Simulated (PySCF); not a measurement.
## Hf³⁴⁺ (hafnium, charge +34) across methods

[Kr] 4d2, high-spin 3F determinant. Calculation: PySCF 2.14, in an even-tempered Gaussian basis (19 s from 3.2 bohr⁻², ratio 2.5; 14 p from 4.1 bohr⁻², ratio 2.5; 9 d from 4.1 bohr⁻², ratio 2.5; 4 f from 17 bohr⁻², ratio 2.7; 3 g from 25 bohr⁻², ratio 2.7); the spin-free X2C one-electron Hamiltonian (Gaussian nucleus).

```json
{"method": "r2SCAN", "E (hartree)": "-14432.82", "mean ε 4p α (eV)": "-1570.2", "mean ε 4p β (eV)": "-1563.3", "mean ε 4d α (eV)": "-1385.8", "Σ⟨r²⟩ (bohr²)": "3.024", "⟨S²⟩": "2.000"}
{"method": "PBE", "E (hartree)": "-14432.63", "mean ε 4p α (eV)": "-1566.9", "mean ε 4p β (eV)": "-1561.4", "mean ε 4d α (eV)": "-1384.5", "Σ⟨r²⟩ (bohr²)": "3.021", "⟨S²⟩": "2.000"}
{"method": "PBE0", "E (hartree)": "-14432.53", "mean ε 4p α (eV)": "-1575.6", "mean ε 4p β (eV)": "-1568.2", "mean ε 4d α (eV)": "-1391.2", "Σ⟨r²⟩ (bohr²)": "3.022", "⟨S²⟩": "2.000"}
{"method": "UHF", "E (hartree)": "-14430.07236", "mean ε 4p α (eV)": "-1599.6", "mean ε 4p β (eV)": "-1586.1", "mean ε 4d α (eV)": "-1409.7", "Σ⟨r²⟩ (bohr²)": "3.026", "⟨S²⟩": "2.001"}
```

Q: Estimate the same row for LDA.

A: E (hartree) = -14422.30; mean ε 4p α (eV) = -1566.4; mean ε 4p β (eV) = -1561.4; mean ε 4d α (eV) = -1383.8; Σ⟨r²⟩ (bohr²) = 3.023; ⟨S²⟩ = 2.000.

Spin-orbit coupling is strong in this species (close to jj coupling), so the high-spin LS determinant is a model state, not a physical level.
